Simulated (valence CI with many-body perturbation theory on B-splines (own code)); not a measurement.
Hf50+: E2, M1 decay

Method: valence CI with perturbative core correlation (CI+MBPT): four valence electrons over a frozen Dirac-Fock core [Ar], a basis of 9 s, 9 p, 10 d, 8 f, 5 g, 3 h, 1 i functions for each j, with the one-electron correlation potential Σ1 (screened to all orders), the two-electron term Σ2, the three-electron term Σ3, Breit, model QED; selected single and double excitations, second order for the rest (own B-spline code, finite nucleus).

No measured spectrum was set against this ion. As an estimate, large intervals hold to a few tenths of a per cent, small ones and those within an open d or f shell to about a per cent. The list stops below the first excitations out of the core. Only levels of the ground parity were solved; by the run's estimate the other parity begins above the list, which can be wrong where configurations are misplaced.

Lines 51 to 100 of 101 in falling wavelength, among levels below 1869000 cm⁻¹, chosen from the decays that carry over 1 % of a level's rate. Wavelengths and rates use the calculated energies. Electric multipoles are in the length gauge, E1 and E2 with the static RPA response of the core. S is in atomic units (e²a₀⁴ for E2 and M2, e²a₀⁶ for E3), for M1 in squared Bohr magnetons. Weak lines are less certain than strong ones. Lines between different terms over intervals too small for the method are left out, as are lines whose strength nearly cancels. The highest levels of a list are the least certain.

Levels are named by their leading jj configuration (3d3/2^4 stands for four electrons in 3d with j = 3/2), which in mixed levels can hold well under half, so a name can repeat and another be missing. Letters in brackets count levels of one name in rising energy.

```csv
λ vac (Å),Upper,Lower,Type,A (s⁻¹),S (a.u.)
192.7,(3d3/2 3d5/2^3) J=4 [a],(3d3/2^2 3d5/2^2) J=4 [a],M1,3.45e+06,8.25e+00
191.8,(3d3/2^2 3d5/2^2) J=2 [a],(3d3/2^3 3d5/2) J=1,M1,3.17e+06,4.15e+00
191.7,(3d3/2^2 3d5/2^2) J=2 [b],(3d3/2^3 3d5/2) J=3,M1,1.13e+04,1.47e-02
188.9,(3d3/2 3d5/2^3) J=3 [b],(3d3/2^2 3d5/2^2) J=2 [b],M1,5.60e+05,9.80e-01
188.8,(3d3/2 3d5/2^3) J=5,(3d3/2^2 3d5/2^2) J=5,M1,7.36e+05,2.02e+00
188.5,(3d3/2 3d5/2^3) J=2 [a],(3d3/2^2 3d5/2^2) J=3 [b],M1,1.29e+06,1.60e+00
188.0,(3d3/2^2 3d5/2^2) J=3 [b],(3d3/2^3 3d5/2) J=2,M1,4.80e+04,8.28e-02
187.1,(3d3/2 3d5/2^3) J=6,(3d3/2^2 3d5/2^2) J=5,M1,1.20e+06,3.79e+00
183.8,(3d3/2 3d5/2^3) J=3 [b],(3d3/2^2 3d5/2^2) J=4 [b],M1,4.34e+05,6.99e-01
183.5,(3d3/2 3d5/2^3) J=3 [a],(3d3/2^2 3d5/2^2) J=2 [a],M1,3.07e+06,4.92e+00
183.1,(3d3/2 3d5/2^3) J=3 [b],(3d3/2^2 3d5/2^2) J=3 [b],M1,1.24e+06,1.98e+00
182.4,(3d3/2 3d5/2^3) J=3 [c],(3d3/2^2 3d5/2^2) J=2 [c],M1,8.52e+05,1.34e+00
182.2,(3d3/2^2 3d5/2^2) J=2 [b],(3d3/2^3 3d5/2) J=2,M1,5.20e+05,5.83e-01
181.0,(3d3/2 3d5/2^3) J=1 [b],(3d3/2^2 3d5/2^2) J=2 [c],M1,1.18e+06,7.81e-01
180.6,(3d3/2^2 3d5/2^2) J=3 [b],(3d3/2^3 3d5/2) J=4,M1,1.20e+06,1.83e+00
179.9,(3d3/2^2 3d5/2^2) J=4 [b],(3d3/2^3 3d5/2) J=4,M1,8.35e+03,1.62e-02
179.6,(3d3/2 3d5/2^3) J=2 [a],(3d3/2^2 3d5/2^2) J=1,M1,5.49e+05,5.90e-01
177.8,(3d3/2^3 3d5/2) J=2,(3d3/2^4) J=0,E2,4.30e+02,3.41e-04
174.0,(3d3/2 3d5/2^3) J=5,(3d3/2^2 3d5/2^2) J=4 [a],M1,4.51e+05,9.69e-01
170.9,(3d3/2 3d5/2^3) J=1 [a],(3d3/2^2 3d5/2^2) J=2 [a],M1,2.74e+06,1.52e+00
170.4,(3d3/2 3d5/2^3) J=2 [b],(3d3/2^2 3d5/2^2) J=2 [c],M1,1.25e+06,1.14e+00
169.1,(3d3/2 3d5/2^3) J=1 [a],(3d3/2^2 3d5/2^2) J=0 [a],M1,2.49e+06,1.34e+00
161.4,(3d3/2^2 3d5/2^2) J=2 [c],(3d3/2^3 3d5/2) J=3,M1,2.22e+06,1.73e+00
160.1,(3d3/2 3d5/2^3) J=2 [a],(3d3/2^2 3d5/2^2) J=3 [a],M1,1.19e+06,9.04e-01
156.8,(3d3/2 3d5/2^3) J=0,(3d3/2^2 3d5/2^2) J=1,M1,2.27e+06,3.24e-01
156.2,(3d3/2 3d5/2^3) J=3 [b],(3d3/2^2 3d5/2^2) J=3 [a],M1,3.05e+05,3.01e-01
154.6,(3d3/2^2 3d5/2^2) J=2 [c],(3d3/2^3 3d5/2) J=2,M1,6.83e+05,4.68e-01
153.8,(3d3/2 3d5/2^3) J=1 [b],(3d3/2^2 3d5/2^2) J=2 [b],M1,8.18e+04,3.31e-02
152.4,(3d3/2 3d5/2^3) J=3 [b],(3d3/2^2 3d5/2^2) J=4 [a],M1,4.01e+05,3.69e-01
151.3,(3d3/2 3d5/2^3) J=3 [c],(3d3/2^2 3d5/2^2) J=4 [b],M1,1.35e+05,1.21e-01
151.3,(3d3/2^2 3d5/2^2) J=4 [c],(3d3/2^3 3d5/2) J=3,M1,7.62e+05,8.79e-01
150.6,(3d3/2^2 3d5/2^2) J=2 [b],(3d3/2^3 3d5/2) J=1,M1,1.24e+05,7.85e-02
149.5,(3d3/2 3d5/2^3) J=4 [b],(3d3/2^2 3d5/2^2) J=3 [b],M1,8.82e+05,9.84e-01
148.8,(3d3/2 3d5/2^3) J=3 [b],(3d3/2^2 3d5/2^2) J=2 [a],M1,9.55e+04,8.18e-02
146.1,(3d3/2 3d5/2^3) J=2 [b],(3d3/2^2 3d5/2^2) J=2 [b],M1,9.65e+04,5.57e-02
144.2,(3d3/2 3d5/2^3) J=1 [b],(3d3/2^2 3d5/2^2) J=1,M1,6.44e+05,2.15e-01
142.5,(3d3/2 3d5/2^3) J=2 [b],(3d3/2^2 3d5/2^2) J=3 [b],M1,3.11e+05,1.67e-01
137.4,(3d3/2 3d5/2^3) J=2 [b],(3d3/2^2 3d5/2^2) J=1,M1,5.41e+05,2.60e-01
136.3,(3d3/2 3d5/2^3) J=4 [b],(3d3/2^2 3d5/2^2) J=5,M1,1.11e+06,9.36e-01
132.1,(3d3/2 3d5/2^3) J=3 [c],(3d3/2^2 3d5/2^2) J=3 [a],M1,1.98e+05,1.18e-01
131.9,(3d3/2^2 3d5/2^2) J=2 [d],(3d3/2^3 3d5/2) J=3,M1,2.02e+04,8.58e-03
131.1,(3d3/2 3d5/2^3) J=4 [b],(3d3/2^2 3d5/2^2) J=3 [a],M1,9.44e+04,7.09e-02
128.4,(3d3/2 3d5/2^3) J=4 [b],(3d3/2^2 3d5/2^2) J=4 [a],M1,2.17e+05,1.53e-01
127.4,(3d3/2^2 3d5/2^2) J=2 [d],(3d3/2^3 3d5/2) J=2,M1,1.10e+05,4.22e-02
126.1,(3d3/2 3d5/2^3) J=1 [b],(3d3/2^2 3d5/2^2) J=2 [a],M1,7.64e+05,1.71e-01
125.7,(3d3/2 3d5/2^3) J=2 [b],(3d3/2^2 3d5/2^2) J=3 [a],M1,4.05e+05,1.49e-01
125.1,(3d3/2 3d5/2^3) J=1 [b],(3d3/2^2 3d5/2^2) J=0 [a],M1,2.66e+05,5.80e-02
111.1,(3d3/2^2 3d5/2^2) J=2 [d],(3d3/2^3 3d5/2) J=1,M1,2.08e+03,5.28e-04
98.22,(3d3/2^2 3d5/2^2) J=0 [b],(3d3/2^3 3d5/2) J=1,M1,7.03e+05,2.47e-02
83.39,(3d3/2 3d5/2^3) J=1 [b],(3d3/2^3 3d5/2) J=2,M1,4.00e+04,2.58e-03
```
